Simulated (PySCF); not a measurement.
# 17O chemical shifts

PySCF calculation with shieldings: GIAO PBE0/pcSseg-1 and GFN2-xTB geometry; no solvent model, averaged over atoms made equivalent by symmetry, fast rotation or ring inversion, non-relativistic Hamiltonian, one conformer.

Shieldings were converted by a linear fit to measured shifts: 17O: δ = 266.70 − 0.911σ (rms 10.7 ppm, 155 shifts, 12.2 ppm with the 3 outliers that the fit left out vs liquid water, solution or neat liquid). Occasional misses reach two or three times the rms, and more in compound classes unlike the fitted ones.

**Question.** Give the 17O shifts of `C=C(C)[C@@H]1[SiH2][C@@H]1OCC`, `C=C1CCCC[C@@H]1O[SiH3]`, `NC[Si@H]1CC[SiH2]O1`, `O=C1OCC=C1[SiH3]`, `CC#CC[SiH2]OCCC`, `CO[SiH2]C[SiH2]CCl`.

**Answer.** 
```json
{"compound": "C=C(C)[C@@H]1[SiH2][C@@H]1OCC", "environment": "ether oxygen", "δ (ppm)": "6.4"}
{"compound": "C=C1CCCC[C@@H]1O[SiH3]", "environment": "oxygen bonded to C, Si", "δ (ppm)": "-5.1"}
{"compound": "NC[Si@H]1CC[SiH2]O1", "environment": "oxygen bonded to 2 Si, in a 5-membered ring", "δ (ppm)": "-4.5"}
{"compound": "[O:1]=[C:2]1[O:3][CH2:4][CH:5]=[C:6]1[SiH3:7]", "environment": "O1: ester carbonyl oxygen", "δ (ppm)": "342.4"}
{"compound": "[O:1]=[C:2]1[O:3][CH2:4][CH:5]=[C:6]1[SiH3:7]", "environment": "O3: ester alkoxy oxygen", "δ (ppm)": "155.4"}
{"compound": "CC#CC[SiH2]OCCC", "environment": "oxygen bonded to C, Si", "δ (ppm)": "-8.0"}
{"compound": "CO[SiH2]C[SiH2]CCl", "environment": "oxygen bonded to C, Si", "δ (ppm)": "-38.0"}
```
